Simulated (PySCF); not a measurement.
Trend along the alkali metals: MP molecules

CCSD(T) with double-zeta basis sets in PySCF, for the lowest determinant that a PBE0 search found; no spin–orbit coupling. De refers to high-spin ground-configuration atoms.

```tsv
M	basis	reference, frozen orbitals	state (unpaired electrons)	Re (Å)	ωe (cm⁻¹)	De (eV)
Li	def2-SVPD	UHF, 5	triplet (π ↑↑)	2.371	465	1.36
Na	x2c-SVPall	ROHF, 6	triplet (π ↑↑)	2.733	248	0.75
K	aug-pcseg-1	UHF, 10	triplet (π ↑↑)	3.133	193	0.97
Cs	def2-SVPD	UHF, 5	triplet (π ↑↑)	3.409	156	0.75
```

The shortest bond is that of LiP (2.371 Å), the longest that of CsP (3.409 Å).

The rows differ in basis set, which adds steps of its own.

Down a group the atoms grow and get heavier, so bonds lengthen and wavenumbers fall; this series shows no clear exception.

Correlated steps freeze the inner cores (5 to 10 orbitals); shallow outer-core shells are correlated. UHF and ROHF references stand side by side, which adds small steps between rows. Correlated levels converge slowly with the basis: in double zeta they bind strong bonds too weakly, by up to about 1 eV, and carry superposition errors of some tenths. These are scalar-relativistic numbers at best; spin–orbit coupling would shift them, the dissociation energy most. States were picked by a PBE0 search and need not be the measured ground states.
